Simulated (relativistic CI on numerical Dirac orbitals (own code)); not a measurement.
d7 in a ligand field

Computed with a parametric ligand-field model of a d^n configuration (Racah B and C, spin-orbit zeta, crystal field), exact diagonalisation.

Field parameters in Wybourne normalisation: Oh B⁴₀ = 21Dq, B⁴₄ = √(5/14) B⁴₀. The field is a parameter set, without covalency.

B = 300 cm⁻¹, C = 1170 cm⁻¹ (C/B = 3.90), Oh, no spin-orbit coupling. Tanabe-Sugano data, E/B above the lowest term (Δ = |10Dq|; b, c mark the second and third term of a kind):

| Δ/B | 4T1 | 4T2 | 4A2 | 4T1(b) | 2E | 2T1 | 2T2 | 2T1(b) |
| --- | --- | --- | --- | --- | --- | --- | --- | --- |
| 1.0 | 0.00 | 0.81 | 1.81 | 15.62 | 16.01 | 16.28 | 16.08 | 20.90 |
| 5.0 | 0.00 | 4.22 | 9.22 | 18.44 | 13.55 | 17.04 | 17.01 | 21.63 |
| 9.0 | 0.00 | 7.82 | 16.82 | 21.63 | 9.83 | 17.01 | 17.30 | 22.14 |
| 13.0 | 0.00 | 11.53 | 24.53 | 25.06 | 5.96 | 16.88 | 17.37 | 22.49 |
| 17.0 | 0.00 | 15.32 | 32.32 | 28.64 | 2.04 | 16.75 | 17.37 | 22.73 |
| 21.0 | 1.91 | 21.06 | 42.06 | 34.22 | 0.00 | 18.55 | 19.25 | 24.81 |
| 25.0 | 5.86 | 28.89 | 53.89 | 41.92 | 0.00 | 22.41 | 23.17 | 28.89 |
| 29.0 | 9.83 | 36.75 | 65.75 | 49.68 | 0.00 | 26.30 | 27.11 | 32.95 |
| 33.0 | 13.80 | 44.64 | 77.64 | 57.48 | 0.00 | 30.20 | 31.05 | 36.99 |
| 37.0 | 17.77 | 52.54 | 89.54 | 65.31 | 0.00 | 34.12 | 34.99 | 41.02 |
| 41.0 | 21.75 | 60.46 | 101.46 | 73.17 | 0.00 | 38.05 | 38.95 | 45.05 |
| 45.0 | 25.73 | 68.39 | 113.39 | 81.04 | 0.00 | 41.99 | 42.91 | 49.06 |

The ground term changes from 4T1 to 2E between Δ/B = 17.0 and 21.0.
